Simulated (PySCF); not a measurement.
**Si2HOF3**

The system: Si2HOF3, a silylene (divalent Si1, bonded to 1 O + 1 H); neutral, singlet. The structure, one conformer, was relaxed in the gas phase by PBE0-D3(BJ)/def2-SVP. No frequency run checks that it is a minimum.

The strong deshielding of the divalent centre rests on a low-lying excitation, and density functionals tend to overstate it.

SMILES: F[Si](F)(F)O[SiH]

```xyz
7

Si   -1.783    1.424   -0.325
O    -0.428    0.483   -0.685
Si    0.740   -0.521   -0.190
F     0.706   -1.867   -1.040
F     2.169    0.154   -0.385
F     0.582   -0.902    1.350
H    -1.838    1.085    1.183
```
Atoms count from 1 in this order.

Shieldings: GIAO PBE0/pcSseg-2. Shifts are against computed references at the same level: H TMS (σ 31.24 ppm), Si TMS (σ 341.3 ppm). Core levels by delta-SCF with SCAN, pcX-2 on the ionised atom and pcseg-1 elsewhere, spin-free X2C (2p3/2 is the spin-free 2p value less a third of a first-order spin-orbit splitting); from the vacuum level, for chosen atoms.

Give the shieldings and core levels atom by atom.


| atoms | bonded to | σ (ppm) | δ (ppm) | core level (eV) |
| --- | --- | --- | --- | --- |
| Si1 | 1 O + 1 H | -99.9 | 441.1 | 2p3/2 108.92 |
| O2 | 2 Si | 79.3 | - | 1s 539.36 |
| Si3 | 3 F + 1 O | 451.4 | -110.1 | 2p3/2 110.80 |
| F4 | 1 Si | 338.9 | - | 1s 693.72 |
| F5 | 1 Si | 338.7 | - | 1s 693.70 |
| F6 | 1 Si | 344.5 | - | - |
| H7 | 1 Si | 22.07 | 9.17 | - |

Values are those of this one static structure; atoms that internal rotation interchanges would show their mean in an NMR spectrum.

Which of Si1, Si3 holds its core electrons tightest, and by how much against the loosest?

Si3 (bonded to 3 F + 1 O), by 1.88 eV over Si1 (bonded to 1 O + 1 H).

By CAM-B3LYP/def2-SVPD (TDDFT singlets, Tamm-Dancoff triplets, ionisation by delta-SCF), where does absorption start, and what does vertical ionisation take?

The lowest singlet lies at 2.95 eV (f 0.018), the strongest of the first 6 at 7.74 eV (f 0.204), the lowest triplet at 1.67 eV; vertical ionisation takes 9.68 eV.

The 3 runs behind this took 78 s in all, one thread each of Arm Neoverse V2 on a shared host, launched as `OMP_NUM_THREADS=1 python cluster_run.py task.json out`.
